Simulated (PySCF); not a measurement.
C3F5 (SMILES FC(F)=[C]C(F)(F)F), doublet, at a GFN2-xTB geometry; B3LYP/STO-3G run with PySCF.

PySCF was given this input:
```python
from pyscf import gto, scf, dft

mol = gto.Mole()
mol.atom = '''
    F     2.08823266   -0.84310013    1.48714242
    C     1.34967774   -0.21136558    0.60608940
    F     2.10820213    0.63648515   -0.08184707
    C     0.07347268   -0.39191493    0.43848846
    C    -1.08282283    0.04051778   -0.34952189
    F    -1.28492352    1.36519252   -0.24993221
    F    -2.21267400   -0.55444525    0.03690842
    F    -0.92572232   -0.22895712   -1.65564220
'''
mol.basis = 'sto-3g'
mol.spin = 1
mol.verbose = 4
mol.build()

mf = dft.UKS(mol)
mf.xc = 'b3lyp'
mf.kernel()
```

What the program printed (banner, timings and long lists left out):

```
PySCF version 2.14.0

[INPUT] verbose = 4
[INPUT] num. atoms = 8
[INPUT] num. electrons = 63
[INPUT] charge = 0
[INPUT] spin (= nelec alpha-beta = 2S) = 1
[INPUT] symmetry False subgroup None
[INPUT] Mole.unit = angstrom
[INPUT] Symbol           X                Y                Z      unit          X                Y                Z       unit  Magmom
[INPUT]  1 F      2.088232660000  -0.843100130000   1.487142420000 AA    3.946187811772  -1.593228341285   2.810291882023 Bohr   0.0
[INPUT]  2 C      1.349677740000  -0.211365580000   0.606089400000 AA    2.550521285022  -0.399423058360   1.145342973002 Bohr   0.0
[INPUT]  3 F      2.108202130000   0.636485150000  -0.081847070000 AA    3.983924640925   1.202782615853  -0.154668546398 Bohr   0.0
[INPUT]  4 C      0.073472680000  -0.391914930000   0.438488460000 AA    0.138843242838  -0.740611881828   0.828623098182 Bohr   0.0
[INPUT]  5 C     -1.082822830000   0.040517780000  -0.349521890000 AA   -2.046238590126   0.076567507375  -0.660500646640 Bohr   0.0
[INPUT]  6 F     -1.284923520000   1.365192520000  -0.249932210000 AA   -2.428153543812   2.579839970105  -0.472303426607 Bohr   0.0
[INPUT]  7 F     -2.212674000000  -0.554445250000   0.036908420000 AA   -4.181347862946  -1.047749673566   0.069746805490 Bohr   0.0
[INPUT]  8 F     -0.925722320000  -0.228957120000  -1.655642200000 AA   -1.749361652197  -0.432666251069  -3.128710318272 Bohr   0.0

nuclear repulsion = 388.28987367835
number of shells = 24
number of NR pGTOs = 120
number of NR cGTOs = 40
basis = sto-3g
ecp = {}

******** <class 'pyscf.dft.uks.UKS'> ********
method = UKS
initial guess = minao
damping factor = 0
level_shift factor = 0
DIIS = <class 'pyscf.scf.diis.CDIIS'>
diis_start_cycle = 1
diis_space = 8
diis_damp = 0
SCF conv_tol = 1e-09
SCF conv_tol_grad = None
SCF max_cycles = 50
direct_scf = True
direct_scf_tol = 1e-13
number electrons alpha = 32  beta = 31
XC library pyscf.dft.libxc version 7.1.2
    S. Lehtola, C. Steigemann, M. J. T. Oliveira, and M. A. L. Marques,  SoftwareX 7, 1–5 (2018)
XC functionals = b3lyp
    P. J. Stephens, F. J. Devlin, C. F. Chabalowski, and M. J. Frisch,  J. Phys. Chem. 98, 11623 (1994)
radial grids:
    Treutler-Ahlrichs [JCP 102, 346 (1995); DOI:10.1063/1.469408] (M4) radial grids

becke partition: Becke, JCP 88, 2547 (1988); DOI:10.1063/1.454033
pruning grids: <function nwchem_prune>
grids dens level: 3
symmetrized grids: False
atomic radii adjust function: <function treutler_atomic_radii_adjust>
small_rho_cutoff = 0
Set gradient conv threshold to 3.16228e-05
tot grids = 113664
init E= -606.139690906417

cycle= 1 E= -604.402254357849  delta_E= 1.74  |g|= 0.651  |ddm|= 2.99
cycle= 2 E= -604.354498596087  delta_E= 0.0478  |g|= 0.754  |ddm|= 1.74
cycle= 3 E= -604.672089303599  delta_E= -0.318  |g|= 0.0974  |ddm|= 0.962
cycle= 4 E= -604.678098766451  delta_E= -0.00601  |g|= 0.0303  |ddm|= 0.184
cycle= 5 E= -604.678811628226  delta_E= -0.000713  |g|= 0.0103  |ddm|= 0.0577
cycle= 6 E= -604.678901622318  delta_E= -9e-05  |g|= 0.00301  |ddm|= 0.0171
cycle= 7 E= -604.678931235818  delta_E= -2.96e-05  |g|= 0.00123  |ddm|= 0.0156
cycle= 8 E= -604.678937720028  delta_E= -6.48e-06  |g|= 0.000571  |ddm|= 0.00859
cycle= 9 E= -604.678938489342  delta_E= -7.69e-07  |g|= 0.000277  |ddm|= 0.00304
cycle= 10 E= -604.678938595885  delta_E= -1.07e-07  |g|= 3.16e-05  |ddm|= 0.000979
cycle= 11 E= -604.678938599147  delta_E= -3.26e-09  |g|= 6.26e-06  |ddm|= 0.000212
cycle= 12 E= -604.678938599221  delta_E= -7.4e-11  |g|= 3.87e-06  |ddm|= 2.89e-05
Extra cycle  E= -604.678938599222  delta_E= -1.25e-12  |g|= 3.77e-06  |ddm|= 1.25e-05
converged SCF energy = -604.678938599222  <S^2> = 0.76169492  2S+1 = 2.0116609
```
